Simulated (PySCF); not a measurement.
SMILES Cc1ccccc1-c1ccncc1 (GFN2-xTB optimised geometry):

```
24

C     -1.871    -1.161     0.044
C     -1.073     0.108     0.000
C     -1.738     1.329    -0.018
C     -1.048     2.526    -0.037
C      0.336     2.523    -0.025
C      1.014     1.319     0.000
C      0.325     0.108     0.000
C      1.113    -1.138     0.009
C      2.083    -1.354     0.985
C      2.819    -2.526     0.948
N      2.658    -3.461     0.026
C      1.746    -3.253    -0.908
C      0.951    -2.121    -0.965
H     -1.309    -1.970     0.504
H     -2.790    -1.007     0.607
H     -2.150    -1.469    -0.964
H     -2.819     1.334    -0.012
H     -1.589     3.461    -0.054
H      0.885     3.452    -0.033
H      2.094     1.306     0.002
H      2.247    -0.623     1.763
H      3.577    -2.732     1.693
H      1.650    -4.038    -1.648
H      0.232    -1.994    -1.759
```

Calculation: CAM-B3LYP/def2-SVP (PySCF).

Problem. What are the frontier orbital energies and the dipole moment?

Solution. HOMO-2 -8.60 eV, HOMO-1 -8.44 eV, HOMO -8.17 eV, LUMO 0.15 eV, LUMO+1 0.76 eV; dipole moment 2.40 D.

Meta-Löwdin charges at CAM-B3LYP/def2-SVP: C1 -0.30, C2 0.02, C3 -0.11, C4 -0.10, C5 -0.11, C6 -0.10, C7 -0.01, C8 0.04, C9 -0.14, C10 0.02, N11 -0.26, C12 0.02, C13 -0.14, H14 0.11, H15 0.10, H16 0.11, H17 0.10, H18 0.10, H19 0.10, H20 0.10, H21 0.11, H22 0.10, H23 0.10, H24 0.11.
